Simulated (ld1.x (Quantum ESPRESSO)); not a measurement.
**u(r) = r·R(r): atom against pseudo-atom (Fe)**

Columns: radius, all-electron u(r) and pseudo u(r) of the 4s shell (level -5.49 eV) of iron in the configuration [Ar] 3d6 4s2 4p0; LDA (PZ), scalar-relativistic, PAW scheme, ld1.x (Quantum ESPRESSO) 7.5.

```tsv
r (bohr)	all-electron	pseudo
0.162	-0.1630	-0.0798
0.324	0.0082	-0.1582
0.486	0.2302	-0.2336
0.648	0.2714	-0.3047
0.810	0.1802	-0.3704
0.972	0.0327	-0.4297
1.134	-0.1231	-0.4819
1.296	-0.2640	-0.5267
1.458	-0.3808	-0.5637
1.620	-0.4720	-0.5930
1.782	-0.5392	-0.6148
1.944	-0.5855	-0.6294
2.106	-0.6142	-0.6372
2.268	-0.6285	-0.6389
2.430	-0.6311	-0.6348
2.592	-0.6247	-0.6254
2.754	-0.6111	-0.6111
2.916	-0.5922	-0.5922
3.078	-0.5694	-0.5694
3.240	-0.5439	-0.5439
3.402	-0.5166	-0.5166
3.564	-0.4882	-0.4882
3.726	-0.4595	-0.4595
3.888	-0.4309	-0.4309
4.050	-0.4027	-0.4027
4.212	-0.3753	-0.3753
```

Question: How many radial nodes do the two functions have?

Answer: The all-electron 4s function has n − l − 1 = 3 (the table is too coarse to show those close to the nucleus); the pseudo-wave has 0, since the states of the same l below it are removed with the core.

Question: At about which radius was the pseudo-wave matched?

Answer: 2.80 bohr, where the columns begin to agree (steps of 0.16 bohr).

Question: Where does each function peak?

Answer: Outermost all-electron maximum near 2.43 bohr, pseudo maximum near 2.27 bohr (to the table’s step).

Question: Is the pseudo-wave norm-conserving?

Answer: No, it belongs to a PAW set: the norm inside the radius is not constrained, and the difference is carried by the augmentation charge.
